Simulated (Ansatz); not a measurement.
`[SiH3]CC1C[SiH2]1` + `[NH2][GeH3]` → `[SiH3][NH][GeH3]` + `CC1C[SiH2]1` at 600 K and 1 bar (ligand exchange at the Si–C bond).

Calculated with Ansatz (gas phase, PBE0-D4/def2-TZVP geometries, no zero-point term in ΔE). CCSD(T)/CBS adds triple-zeta CCSD(T) − MP2 to the extrapolated MP2 energy (def2 sets, frozen cores). For Ge outer-core shells are correlated without core-valence functions, which leaves a few kJ/mol of doubt a bond. Scalar relativity is left out up to krypton. Each species was taken in one conformer, which may not be the lowest.

| species | CCSD(T)/CBS energy (Eh) | H − E (kJ/mol) | S (J/(mol·K)) |
| --- | --- | --- | --- |
| `[SiH3]CC1C[SiH2]1` | -698.28589 | 372.8 | 479.4 |
| `[NH2][GeH3]` | -2133.81884 | 167.5 | 333.3 |
| `[SiH3][NH][GeH3]` | -2424.11992 | 226.9 | 430.3 |
| `CC1C[SiH2]1` | -408.00872 | 313.6 | 392.6 |

H − E and S are ideal-gas, rigid-rotor, harmonic terms from PBE0-D4/def2-TZVP, for one conformer and one mirror image of each species. 1 Eh = 2625.50 kJ/mol, R = 8.31446 J/(mol·K).

Problem. By hand: ΔE, ΔH, ΔS and ΔG.

Solution. ΔE = (-2424.11992) + (-408.00872) − (-698.28589) − (-2133.81884) = -0.02391 Eh = -62.8 kJ/mol. Δ(H − E) = 226.9 + 313.6 − 372.8 − 167.5 = 0.2, so ΔH = -62.6 kJ/mol. ΔS = 430.3 + 392.6 − 479.4 − 333.3 = 10.2 J/(mol·K). ΔG = -62.6 − 600 × (10.2)/1000 = -68.7 kJ/mol.

Problem. By hand: the equilibrium constant, and the temperature at which ΔG would vanish if ΔH and ΔS stayed fixed.

Solution. log₁₀ K = −ΔG/(RT ln 10) = 6.0. ΔH and −TΔS have one sign here, so there is no such temperature.

The number of gas molecules stays the same, so ΔS is small and ΔH decides. A doubt of 5 kJ/mol in ΔE shifts log₁₀ K by 0.4 here. Other conformers and mirror images would add mixing entropy, several J/(mol·K) or more a flexible species. Modes under 60 cm⁻¹, often nearly free rotors, make the harmonic entropy too high. These are equilibria of isolated gas molecules and say nothing of rates. Largest T1 diagnostic: 0.011 (customary marks: 0.02 for closed shells, 0.045 for open ones).

ΔS is within the doubt of such terms, so its sign, and with it that verdict, could turn.
